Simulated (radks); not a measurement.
The numbers below are computed, except where a source is named.
Neutral antimony, configuration [Kr] 4d10 5s2 5p(up 3, down 0) (the NIST ground configuration).

Level of theory: scalar-relativistic Kohn-Sham, PBE, spin-polarised, spherical densities, point nucleus (a radial shooting solver on a logarithmic mesh with Libxc functionals).

Energy parts (eV):
total: -176370.699
kinetic: 184468.182
electron-nucleus: -426577.084
Hartree: 70368.749
exchange-correlation: -4630.546

Orbitals (lengths in bohr, moments of r in powers of bohr; <r^-3> diverges for s and p1/2; r(max) is where P^2 peaks; r(90%) holds 90 % of the orbital's charge):
| orbital | occ. | eigenvalue (eV) | r(max) | r(90%) | <r^2> | <r^-3> |
|---|---|---|---|---|---|---|
| 1s up | 1 | -30305.52 | 0.01835 | 0.0511 | 0.001094 | - |
| 1s down | 1 | -30305.46 | 0.01835 | 0.0511 | 0.001094 | - |
| 2s up | 1 | -4611.342 | 0.1037 | 0.189 | 0.01773 | - |
| 2s down | 1 | -4611.322 | 0.1037 | 0.189 | 0.01773 | - |
| 2p up | 3 | -4139.704 | 0.08305 | 0.174 | 0.01401 | 5037 |
| 2p down | 3 | -4139.658 | 0.08305 | 0.174 | 0.01401 | 5037 |
| 3s up | 1 | -903.8471 | 0.2999 | 0.486 | 0.1249 | - |
| 3s down | 1 | -903.7967 | 0.2999 | 0.486 | 0.1249 | - |
| 3p up | 3 | -750.1189 | 0.2934 | 0.494 | 0.1254 | 942.8 |
| 3p down | 3 | -750.0611 | 0.2934 | 0.494 | 0.1254 | 942.8 |
| 3d up | 5 | -515.5870 | 0.2443 | 0.481 | 0.1106 | 129.8 |
| 3d down | 5 | -515.5334 | 0.2443 | 0.481 | 0.1106 | 129.8 |
| 4s up | 1 | -148.5991 | 0.7227 | 1.14 | 0.7073 | - |
| 4s down | 1 | -148.4758 | 0.7228 | 1.14 | 0.7070 | - |
| 4p up | 3 | -101.5560 | 0.7624 | 1.25 | 0.8301 | 174.5 |
| 4p down | 3 | -101.4249 | 0.7626 | 1.25 | 0.8284 | 174.5 |
| 4d up | 5 | -33.3462 | 0.8472 | 1.60 | 1.266 | 16.88 |
| 4d down | 5 | -33.0741 | 0.8468 | 1.58 | 1.244 | 17.03 |
| 5s up | 1 | -13.4265 | 1.913 | 3.29 | 5.679 | - |
| 5s down | 1 | -11.5926 | 1.878 | 3.28 | 5.604 | - |
| 5p up | 3 | -5.4667 | 2.350 | 4.36 | 9.586 | 12.37 |
| 5p down | 0 | -3.5279 | 2.329 | 4.57 | 10.30 | 12.23 |

The highest occupied level is 5p up at -5.467 eV. Summed over all electrons, <r^2> = 61.21 bohr^2, which gives a Langevin (diamagnetic) susceptibility term of -48.5 x 10^-6 cm^3/mol.
